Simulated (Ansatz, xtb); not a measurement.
Relative energy of two isomers of CH8GeOSi2

We compare I, `O=C[SiH2][GeH2][SiH3]`, a singlet, with II, `O=C[Si@@H]([SiH3])[GeH3]`, a singlet. Both are isolated molecules in the gas phase, relaxed with r2SCAN-D4/def2-SVP; each stands in its lowest conformer found.

Q: Which of the two would you expect CCSD(T)/def2-SVP + ΔMP2/def2-TZVPP electronic energies to favour?

A: Structure I; the calculation gives E(II) − E(I) = +3.8 kcal/mol.

The same difference at several levels:

```
                             level            geometry  E(II) − E(I) (kcal/mol)  departure from the last row (kcal/mol)  job, with rough time for the two
                r2SCAN-D4/def2-SVP  r2SCAN-D4/def2-SVP                      +3.1                                    −0.6                optimisation, 80 s
                       HF/def2-SVP  r2SCAN-D4/def2-SVP                      +3.6                                    −0.2           part of the CCSD(T) run
                      MP2/def2-SVP  r2SCAN-D4/def2-SVP                      +3.7                                    −0.1           part of the CCSD(T) run
                  CCSD(T)/def2-SVP  r2SCAN-D4/def2-SVP                      +3.3                                    −0.4                      single point
CCSD(T)/def2-SVP + ΔMP2/def2-TZVPP  r2SCAN-D4/def2-SVP                      +3.8                                                        single point, 38 s
```

As drawn, II has 1 Si–Si, 1 Ge–H in place of 1 Ge–Si, 1 Si–H.

The levels shown agree on the order. The largest departure from CCSD(T)/def2-SVP + ΔMP2/def2-TZVPP is that of r2SCAN-D4/def2-SVP, 0.6 kcal/mol. A small imaginary or near-zero mode remains, so no thermal terms are given. Levels run at GFN2-xTB geometries aren't shown. The last row adds to CCSD(T) the change of the MP2 difference between the two basis sets, here +0.4 kcal/mol.

The correlated steps freeze 21 core orbitals; the filled d shell of Ge is correlated, in a basis made for valence electrons. Programs: Ansatz 0.2.0, xtb 6.7.1; the last row on 2 threads of Intel(R) Xeon(R) 6975P-C (Granite Rapids) on a shared host.
